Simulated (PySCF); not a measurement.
# Pd²⁺: excitation energy

Pd²⁺ [Kr] 4d8 (3F) → Pd²⁺ [Kr] 4d7 5s1 (5F), as a difference of total energies. Computed with PySCF 2.14 in ANO-RCC-VTZP (7s6p4d2f1g, 68 functions), with the spin-free X2C one-electron Hamiltonian (Gaussian nucleus). Correlated levels: valence and next inner shell: [Ar] 3d10 frozen. The calculations carry no spin-orbit coupling.

| method | excitation energy (cm⁻¹) |
| --- | --- |
| UHF | 53309 |
| MP2 (valence and next inner shell) | 57391 |
| SCS-MP2 (valence and next inner shell) | 58788 |
| CCSD (valence and next inner shell) | 56662 |
| CCSD(T) (valence and next inner shell) | 56674 |

A first-order spin-orbit estimate (lowest level to lowest level, LS coupling) adds -0.019 eV.

The basis was made for the ground configuration and has no added diffuse functions, so the excitation energy can come out too high.
